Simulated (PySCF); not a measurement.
C3H7IMg (SMILES C[CH](C)[Mg][I]), singlet, at a GFN2-xTB geometry (such geometries of metal compounds can be far from the true shape) (core potentials on I).

Input for PySCF:
```python
from pyscf import gto, scf

mol = gto.Mole()
mol.atom = '''
    Mg   -1.316684   -0.183686   -0.527188
    I     0.450575    0.930472    1.100671
    C    -0.922983   -1.636346   -1.980505
    C    -0.347453   -2.836616   -1.244140
    C     0.120675   -1.034484   -2.909173
    H    -1.777186   -1.966664   -2.578230
    H     0.022785   -3.583974   -1.953025
    H     0.497019   -2.541335   -0.610699
    H    -1.103223   -3.316573   -0.616597
    H    -0.295704   -0.207112   -3.490317
    H     0.490809   -1.785675   -3.613969
    H     0.983823   -0.664792   -2.343539
'''
mol.basis = 'def2-sv(p)'
mol.ecp = {'I': 'def2-sv(p)'}
mol.charge = 0
mol.spin = 0
mol.verbose = 4
mol.max_memory = 1800
mol.build()

mf = scf.RHF(mol)
mf = mf.density_fit(auxbasis='def2-universal-jkfit')
mf.kernel()
```

Predict the HOMO-LUMO gap from DF-HF/def2-SV(P) run with PySCF.

8.91 eV

Predict the number of basis functions from DF-HF/def2-SV(P).

100

What is the computed total energy (DF-HF/def2-SV(P))?

-613.811247 Ha

What dipole moment does DF-HF/def2-SV(P) give?

4.68 D

What Mulliken (on the basis functions themselves) charges in atom order does DF-HF/def2-SV(P) give?

Mg1 0.81, I2 -0.41, C3 -0.77, C4 -0.28, C5 -0.28, H6 0.14, H7 0.12, H8 0.14, H9 0.13, H10 0.13, H11 0.12, H12 0.15

Give the HOMO energy at the level DF-HF/def2-SV(P).

-8.98 eV
